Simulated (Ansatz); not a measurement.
`[CH3][GaH][SH]` + CH₃OH → `C[O][GaH][SH]` + CH₄ at 500 K and 1 bar (ligand exchange at a Ga–C bond).

Gas-phase electronic energies from Ansatz, PBE0-D4/def2-TZVP geometries. CCSD(T)/CBS adds triple-zeta CCSD(T) − MP2 to the extrapolated MP2 energy (def2 sets, frozen cores). This one scheme is used for every species. For Ga outer-core shells are correlated without core-valence functions, which leaves a few kJ/mol of doubt a bond. Scalar relativity is left out up to krypton. One conformer a species, not always the lowest.

| species | CCSD(T)/CBS energy (Eh) | H − E (kJ/mol) | S (J/(mol·K)) |
| --- | --- | --- | --- |
| `[CH3][GaH][SH]` | -2362.81343 | 175.4 | 386.5 |
| CH₃OH | -115.61712 | 157.0 | 265.4 |
| `C[O][GaH][SH]` | -2437.99512 | 196.2 | 410.6 |
| CH₄ | -40.46206 | 135.6 | 206.8 |

H − E and S are ideal-gas, rigid-rotor, harmonic terms from PBE0-D4/def2-TZVP, for one conformer and one mirror image of each species. 1 Eh = 2625.50 kJ/mol, R = 8.31446 J/(mol·K).

Task: By hand: ΔE, ΔH, ΔS and ΔG.

Result: ΔE = (-2437.99512) + (-40.46206) − (-2362.81343) − (-115.61712) = -0.02663 Eh = -69.9 kJ/mol. Δ(H − E) = 196.2 + 135.6 − 175.4 − 157.0 = -0.6, so ΔH = -70.5 kJ/mol. ΔS = 410.6 + 206.8 − 386.5 − 265.4 = -34.5 J/(mol·K). ΔG = -70.5 − 500 × (-34.5)/1000 = -53.2 kJ/mol.

Task: By hand: the equilibrium constant, and the temperature at which ΔG would vanish if ΔH and ΔS stayed fixed.

Result: log₁₀ K = −ΔG/(RT ln 10) = 5.6. ΔG = 0 at ΔH/ΔS = 2043 K.

ΔH outweighs TΔS. A doubt of 5 kJ/mol in ΔE shifts log₁₀ K by 0.5 here. Other conformers and mirror images would add mixing entropy, several J/(mol·K) or more a flexible species. Modes under 60 cm⁻¹, often nearly free rotors, make the harmonic entropy too high. These are equilibria of isolated gas molecules and say nothing of rates. Largest T1 diagnostic: 0.014 (customary marks: 0.02 for closed shells, 0.045 for open ones).
